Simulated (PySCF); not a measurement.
C2H7NSSi, SMILES CN(C)[Si]S (connectivity only; charge and spin as stated), neutral, multiplicity 1.

Coordinates come from a TPSSh-D3(BJ)/def2-SVP optimisation. The structure was generated by enumeration; whether it is a known compound was not checked. The values are those of a single conformer.

Two levels are set side by side: PBE/def2-TZVP (PySCF) and r2SCAN/def2-TZVP (PySCF). Same geometry, gas phase. Differences are taken from unrounded values.

| quantity | r2SCAN |
|---|---|
| orbital gap (eV) | 3.79 |
| highest occupied level (eV) | -5.73 |
| lowest empty level (eV) | -1.94 |
| dipole moment (D) | 1.83 |
| mean polarisability (bohr³) | 85.6 |

**Question.** What does PBE give, and how far is it from r2SCAN? (Estimate from the structure and the level; the computed values follow.)

**Answer.** 
```tsv
quantity	PBE	PBE minus r2SCAN
orbital gap (eV)	3.51	-0.27
highest occupied level (eV)	-5.53	0.20
lowest empty level (eV)	-2.02	-0.08
dipole moment (D)	1.79	-0.04
mean polarisability (bohr³)	87.4	1.8
```

Rough cost on one machine, each run with all the roots and properties that it gave: r2SCAN against PBE about 4 times.
